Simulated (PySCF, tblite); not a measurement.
Isomers of [C5H9NO]- (charge -1 and doublet state), one GFN2-xTB conformer each. Single-point energies are computed at B3LYP/pcH-1 (PySCF, gas phase, no added dispersion term), electronic only. GFN2-xTB treats the open shell by occupation alone, and not every SCF solution was tested for stability.

```tsv
SMILES	GFN2-xTB relative energy (kcal/mol)
N[C@H]1CC[C]([O-])C1	0.0
C[C]([O-])NC1CC1	18.7
```

Conformers: `[NH2:1][C@H:2]1[CH2:3][CH2:4][C:5]([O-:6])[CH2:7]1` (charge -1 and doublet state) with H–N1–C2–C3 -172° and -60°, N1–C2–C3–C4 84°, C2–C3–C4–C5 15°, C3–C4–C5–O6 -133°, C4–C5–C7–C2 -33°; `[CH3:1][C:2]([O-:3])[NH:4][CH:5]1[CH2:6][CH2:7]1` (charge -1 and doublet state) with C1–C2–N4–C5 -67°, C2–N4–C5–C6 173°.

**Question.** What does B3LYP/pcH-1 give for the same structures?

**Answer.** 
```tsv
SMILES	B3LYP/pcH-1 E (Eh)	B3LYP/pcH-1 (kcal/mol)	GFN2-xTB (kcal/mol)	point group
N[C@H]1CC[C]([O-])C1	-325.90345	0.0	0.0	C1
C[C]([O-])NC1CC1	-325.87315	19.0	18.7	C1
```

Both levels put the same isomer lowest. As drawn, the higher has a three-membered ring, which the lower lacks.

**Question.** What happens when harmonic zero-point energies from GFN2-xTB frequencies are added?

**Answer.** 
| SMILES | ZPE (kcal/mol) | electronic (kcal/mol) | with ZPE (kcal/mol) |
| --- | --- | --- | --- |
| N[C@H]1CC[C]([O-])C1 | 82.8 | 0.0 | 0.0 |
| C[C]([O-])NC1CC1 | 80.8 | 19.0 | 17.0 |

The zero-point energies span 2.0 kcal/mol. The order is unchanged.
